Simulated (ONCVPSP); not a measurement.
**Reading a pseudo-wave (H)**

Columns: radius, all-electron u(r) and pseudo u(r) of the 1s shell (level -12.34 eV) of hydrogen in the configuration 1s0.5; LDA (Perdew-Zunger), scalar-relativistic, ONCV scheme, ONCVPSP 4.0.1.

| r (bohr) | all-electron | pseudo |
| --- | --- | --- |
| 0.068 | 0.1318 | 0.1093 |
| 0.135 | 0.2447 | 0.2137 |
| 0.202 | 0.3421 | 0.3121 |
| 0.270 | 0.4268 | 0.4033 |
| 0.338 | 0.4985 | 0.4839 |
| 0.405 | 0.5578 | 0.5520 |
| 0.473 | 0.6077 | 0.6093 |
| 0.540 | 0.6477 | 0.6544 |
| 0.608 | 0.6802 | 0.6896 |
| 0.675 | 0.7049 | 0.7150 |
| 0.742 | 0.7234 | 0.7326 |
| 0.810 | 0.7363 | 0.7437 |
| 0.878 | 0.7442 | 0.7495 |
| 0.945 | 0.7476 | 0.7510 |
| 1.013 | 0.7472 | 0.7491 |
| 1.080 | 0.7435 | 0.7444 |
| 1.148 | 0.7369 | 0.7371 |
| 1.215 | 0.7278 | 0.7279 |
| 1.283 | 0.7165 | 0.7165 |
| 1.350 | 0.7036 | 0.7036 |
| 1.418 | 0.6890 | 0.6890 |
| 1.485 | 0.6734 | 0.6734 |
| 1.553 | 0.6565 | 0.6565 |
| 1.620 | 0.6390 | 0.6390 |
| 1.688 | 0.6207 | 0.6207 |
| 1.755 | 0.6022 | 0.6022 |

Question: How many radial nodes do the two functions have?

Answer: The all-electron 1s function has n − l − 1 = 0; the pseudo-wave has 0.

Question: At about which radius was the pseudo-wave matched?

Answer: 1.35 bohr. The columns agree to 0.0005 from 1.15 bohr on; several derivatives are matched, so the curves merge somewhat inside the radius.

Question: Where does each function peak?

Answer: Outermost all-electron maximum near 0.94 bohr, pseudo maximum near 0.94 bohr (to the table’s step).

Question: Is the pseudo-wave norm-conserving?

Answer: Yes: the ONCV scheme keeps the norm inside the radius equal to the all-electron one, which fixes the energy derivative of the logarithmic derivative at the level.
